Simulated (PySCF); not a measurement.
thiourea (CH4N2S), SMILES NC(N)=S. The structure is a stationary point at PBE0-D3(BJ)/def2-SVP. The values are those of a single conformer.

Computed with PBE0-D3(BJ)/def2-SVP (PySCF).

Harmonic wavenumbers (cm⁻¹): 283, 354, 407, 458, 490, 593, 651, 793, 1046, 1074, 1431, 1463, 1616, 1620, 3602, 3610, 3747, 3748. Rotational constants (GHz): 10.58, 5.145, 3.469; symmetry number 2.

Q: Work out the zero-point energy and the ideal-gas rigid-rotor harmonic-oscillator thermochemistry at 298.15 K and 1 atm.

A: ZPE = ½ Σ hcν = ½ × 26984 cm⁻¹ = 161.40 kJ/mol. H − E(el) = 176.69 kJ/mol. Entropy in J/(mol K): translation 162.78, rotation 98.61, vibration 26.35, total 287.73. G − E(el) = 90.90 kJ/mol. Cp = 78.82 J/(mol K).
